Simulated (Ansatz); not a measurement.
Steps of a relaxation of `B[CH]([SiH3])[GeH3]` with RKS PBE0-D4/def2-TZVP.

```sh
$ ansatz run in.yaml --threads 4 --pin off --events-out ev --progress --plain --max-ram 10444MiB
```

```yaml
crystal:
  periodic: [false, false, false]
  atoms:
    - {symbol: B, position_ang: [-1.177484, 1.154646, -0.420369]}
    - {symbol: C, position_ang: [-0.367228, 0.211655, 0.491718]}
    - {symbol: Si, position_ang: [1.468950, 0.656192, 0.674183]}
    - {symbol: Ge, position_ang: [-0.478018, -1.522961, -0.513747]}
    - {symbol: H, position_ang: [-0.715511, 1.508443, -1.495114]}
    - {symbol: H, position_ang: [-2.300839, 1.525946, -0.122471]}
    - {symbol: H, position_ang: [-0.831874, 0.015905, 1.481241]}
    - {symbol: H, position_ang: [2.201165, -0.409619, 1.450024]}
    - {symbol: H, position_ang: [1.625210, 1.959302, 1.412077]}
    - {symbol: H, position_ang: [2.100535, 0.788563, -0.684916]}
    - {symbol: H, position_ang: [0.388694, -1.447827, -1.796082]}
    - {symbol: H, position_ang: [-1.949192, -1.842946, -0.894595]}
    - {symbol: H, position_ang: [0.056091, -2.632100, 0.432950]}
basis:
  gaussian: {orbitals: def2-TZVP}
hamiltonian: {xc: pbe0, dispersion: d4}
relax: {f_tol: 0.005, max_steps: 150}
```

Positions (Å) and forces (eV/Å) along the path, 11 of 23 steps:

```xyz
13
step=1 energy=-66243.3119 eV
B    -1.177    1.155   -0.420   -0.096    0.096   -0.053
C    -0.367    0.212    0.492   -0.030    0.015    0.121
Si    1.469    0.656    0.674   -0.087   -0.038   -0.011
Ge   -0.478   -1.523   -0.514    0.051   -0.022    0.060
H    -0.716    1.508   -1.495   -0.170   -0.149    0.409
H    -2.301    1.526   -0.122    0.456   -0.154   -0.116
H    -0.832    0.016    1.481    0.228    0.094   -0.469
H     2.201   -0.410    1.450   -0.169    0.230   -0.175
H     1.625    1.959    1.412   -0.037   -0.282   -0.156
H     2.101    0.789   -0.685   -0.152   -0.030    0.292
H     0.389   -1.448   -1.796   -0.138   -0.010    0.211
H    -1.949   -1.843   -0.895    0.241    0.064    0.057
H     0.056   -2.632    0.433   -0.098    0.186   -0.169
13
step=2 energy=-66243.3504 eV
B    -1.172    1.158   -0.415   -0.038   -0.034   -0.047
C    -0.368    0.213    0.485    0.058   -0.004    0.055
Si    1.455    0.648    0.666   -0.117   -0.002   -0.005
Ge   -0.465   -1.516   -0.505   -0.014    0.054    0.026
H    -0.718    1.501   -1.480   -0.046   -0.026    0.120
H    -2.281    1.524   -0.120    0.142   -0.022   -0.017
H    -0.825    0.019    1.466    0.062    0.030   -0.131
H     2.176   -0.411    1.432   -0.035    0.050   -0.044
H     1.611    1.937    1.399    0.009   -0.065   -0.034
H     2.075    0.779   -0.682   -0.029   -0.005    0.068
H     0.396   -1.441   -1.775   -0.005   -0.002    0.023
H    -1.923   -1.827   -0.888    0.023   -0.005   -0.003
H     0.059   -2.619    0.431   -0.011    0.029   -0.011
13
step=4 energy=-66243.3540 eV
B    -1.177    1.145   -0.419   -0.012    0.098    0.005
C    -0.363    0.212    0.477   -0.041    0.003    0.017
Si    1.449    0.651    0.662   -0.027   -0.019   -0.050
Ge   -0.460   -1.517   -0.501    0.017    0.018    0.025
H    -0.762    1.459   -1.500    0.051   -0.021   -0.048
H    -2.251    1.561   -0.094   -0.015   -0.035    0.030
H    -0.817    0.038    1.457    0.013   -0.027    0.018
H     2.178   -0.427    1.383    0.007   -0.018    0.007
H     1.611    1.909    1.436   -0.006    0.019    0.006
H     2.058    0.826   -0.681    0.012    0.011   -0.006
H     0.435   -1.459   -1.745    0.010   -0.001   -0.007
H    -1.908   -1.821   -0.920   -0.010    0.001   -0.010
H     0.028   -2.611    0.459    0.003   -0.029    0.013
13
step=5 energy=-66243.3553 eV
B    -1.175    1.152   -0.415   -0.033    0.008   -0.027
C    -0.366    0.213    0.480   -0.020   -0.007    0.015
Si    1.447    0.651    0.656    0.000    0.003   -0.014
Ge   -0.460   -1.517   -0.496    0.004    0.005   -0.003
H    -0.756    1.461   -1.497    0.027    0.001   -0.006
H    -2.255    1.556   -0.091    0.003    0.000    0.017
H    -0.816    0.035    1.461    0.011   -0.008    0.010
H     2.178   -0.429    1.375    0.008   -0.007    0.002
H     1.609    1.909    1.430    0.001    0.007    0.008
H     2.056    0.831   -0.687   -0.002    0.000   -0.005
H     0.446   -1.461   -1.734    0.009   -0.001   -0.003
H    -1.904   -1.817   -0.931   -0.004    0.003   -0.004
H     0.017   -2.617    0.464   -0.002   -0.002    0.010
13
step=9 energy=-66243.3571 eV
B    -1.182    1.147   -0.409   -0.009    0.001    0.007
C    -0.369    0.212    0.487    0.005   -0.003    0.000
Si    1.445    0.656    0.641    0.008    0.003    0.004
Ge   -0.456   -1.519   -0.487   -0.005   -0.009   -0.012
H    -0.761    1.446   -1.494   -0.001    0.000   -0.003
H    -2.256    1.562   -0.078    0.004   -0.004   -0.003
H    -0.808    0.033    1.473    0.000    0.003    0.001
H     2.199   -0.436    1.318   -0.003    0.003   -0.005
H     1.613    1.896    1.445    0.001   -0.002    0.001
H     2.024    0.874   -0.709   -0.001    0.000   -0.001
H     0.508   -1.490   -1.682    0.000    0.001    0.011
H    -1.885   -1.789   -0.991    0.005    0.003    0.000
H    -0.052   -2.625    0.500   -0.005    0.005    0.000
13
step=10 energy=-66243.3578 eV
B    -1.191    1.140   -0.402   -0.013   -0.014    0.004
C    -0.368    0.212    0.493    0.011    0.016    0.004
Si    1.446    0.662    0.626    0.020   -0.016    0.008
Ge   -0.454   -1.520   -0.479    0.006   -0.027   -0.019
H    -0.783    1.424   -1.496   -0.005    0.006    0.003
H    -2.260    1.561   -0.062    0.005   -0.004   -0.007
H    -0.797    0.037    1.484    0.000    0.007   -0.002
H     2.219   -0.447    1.256   -0.011    0.020   -0.011
H     1.623    1.879    1.465   -0.001   -0.013   -0.011
H     1.999    0.920   -0.729   -0.007    0.000    0.016
H     0.578   -1.516   -1.620   -0.045   -0.011    0.039
H    -1.863   -1.756   -1.058    0.055    0.004    0.013
H    -0.129   -2.630    0.537   -0.017    0.031   -0.039
13
step=12 energy=-66243.3587 eV
B    -1.197    1.135   -0.398    0.007   -0.019   -0.002
C    -0.365    0.216    0.497    0.024    0.017    0.010
Si    1.451    0.665    0.621    0.002   -0.001   -0.001
Ge   -0.453   -1.517   -0.474   -0.013   -0.037   -0.024
H    -0.791    1.423   -1.492   -0.007    0.004    0.005
H    -2.271    1.543   -0.060   -0.002   -0.003   -0.001
H    -0.789    0.040    1.490   -0.004    0.002   -0.005
H     2.231   -0.446    1.236   -0.008    0.006   -0.006
H     1.632    1.875    1.468    0.000   -0.004   -0.004
H     1.992    0.936   -0.736   -0.001   -0.001    0.009
H     0.600   -1.537   -1.594   -0.010    0.006    0.023
H    -1.848   -1.735   -1.090    0.017    0.007    0.011
H    -0.173   -2.632    0.546   -0.006    0.024   -0.015
13
step=19 energy=-66243.3609 eV
B    -1.222    1.083   -0.380   -0.007   -0.005   -0.001
C    -0.331    0.234    0.527   -0.003   -0.005   -0.001
Si    1.483    0.684    0.602    0.012    0.003    0.002
Ge   -0.464   -1.492   -0.467    0.002    0.007    0.000
H    -0.827    1.411   -1.466    0.000    0.003    0.002
H    -2.339    1.378   -0.062    0.004    0.002   -0.002
H    -0.740    0.043    1.522    0.002    0.000    0.000
H     2.289   -0.430    1.175   -0.006    0.007   -0.004
H     1.687    1.883    1.459   -0.001   -0.005   -0.004
H     1.980    0.975   -0.768   -0.002   -0.002    0.006
H     0.697   -1.596   -1.468   -0.003   -0.002    0.002
H    -1.798   -1.588   -1.229    0.002   -0.001   -0.001
H    -0.394   -2.620    0.571    0.000   -0.002    0.000
13
step=21 energy=-66243.3609 eV
B    -1.223    1.082   -0.378    0.000    0.002    0.000
C    -0.330    0.234    0.527   -0.002   -0.002    0.000
Si    1.483    0.685    0.601    0.000    0.000    0.000
Ge   -0.463   -1.492   -0.467   -0.001   -0.001    0.001
H    -0.828    1.413   -1.464    0.000    0.000    0.000
H    -2.340    1.377   -0.061    0.001    0.000    0.001
H    -0.739    0.042    1.523    0.000    0.000    0.000
H     2.289   -0.429    1.175    0.001    0.000    0.001
H     1.687    1.884    1.457    0.000    0.001    0.000
H     1.980    0.974   -0.769    0.000    0.000   -0.001
H     0.700   -1.599   -1.464    0.001    0.000    0.000
H    -1.795   -1.586   -1.234    0.000    0.000    0.000
H    -0.399   -2.620    0.571    0.000    0.001   -0.001
13
step=22 energy=-66243.3609 eV
B    -1.224    1.081   -0.377    0.003    0.003   -0.001
C    -0.330    0.233    0.528    0.000   -0.003    0.000
Si    1.484    0.686    0.600   -0.002    0.001    0.000
Ge   -0.463   -1.491   -0.468   -0.001    0.000    0.001
H    -0.829    1.413   -1.462   -0.001   -0.001    0.000
H    -2.341    1.374   -0.060   -0.002    0.000    0.001
H    -0.737    0.041    1.523    0.000    0.000    0.000
H     2.290   -0.427    1.175    0.002   -0.002    0.001
H     1.688    1.886    1.454    0.000    0.002    0.001
H     1.979    0.973   -0.771    0.001    0.000   -0.002
H     0.702   -1.601   -1.461    0.001    0.000    0.000
H    -1.793   -1.582   -1.239    0.000    0.000    0.000
H    -0.405   -2.620    0.571    0.000    0.001   -0.001
13
step=23 energy=-66243.3609 eV
B    -1.224    1.081   -0.376    0.002    0.002   -0.001
C    -0.329    0.233    0.528    0.001   -0.002    0.000
Si    1.484    0.686    0.599   -0.003    0.001    0.000
Ge   -0.463   -1.491   -0.468   -0.001    0.000    0.001
H    -0.830    1.414   -1.461   -0.001   -0.001    0.000
H    -2.342    1.371   -0.058   -0.002    0.000    0.001
H    -0.736    0.040    1.524    0.000    0.000    0.000
H     2.291   -0.425    1.176    0.001   -0.001    0.001
H     1.688    1.888    1.452    0.000    0.001    0.001
H     1.979    0.972   -0.772    0.000    0.000   -0.001
H     0.705   -1.604   -1.457    0.000    0.000    0.000
H    -1.791   -1.578   -1.243    0.001    0.000    0.000
H    -0.411   -2.621    0.570    0.000    0.001   -0.001
```

Hardware: 4 threads of an Arm Neoverse V1 on a shared host. Wall time 96 s, peak host memory 0.61 GiB.
